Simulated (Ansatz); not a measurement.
Ansatz results at the PBE0-D4/def2-TZVP geometry: HOMO energy (PBE0/def2-TZVPP) -8.31 eV; LUMO energy (ωB97M-V/def2-TZVPP) 1.57 eV; LUMO energy (PBE0/def2-TZVPP) -0.03 eV.

Each molecule was computed in one conformer, which needn't be the lowest.

Question: Which molecule gave them?
A. `[NH2][Ge]([NH2])([F])[F]`
B. `O=C=[N][Ge]([F])([F])[F]`
C. `[NH2][Ge]([NH2])([NH2])[NH2]`
D. `C[N](C)[GeH3]`

Answer: A. The others give `O=C=[N][Ge]([F])([F])[F]`: -9.98, 0.79, -1.38; `[NH2][Ge]([NH2])([NH2])[NH2]`: -6.90, 1.88, 0.47; `C[N](C)[GeH3]`: -6.24, 2.24, 0.61.
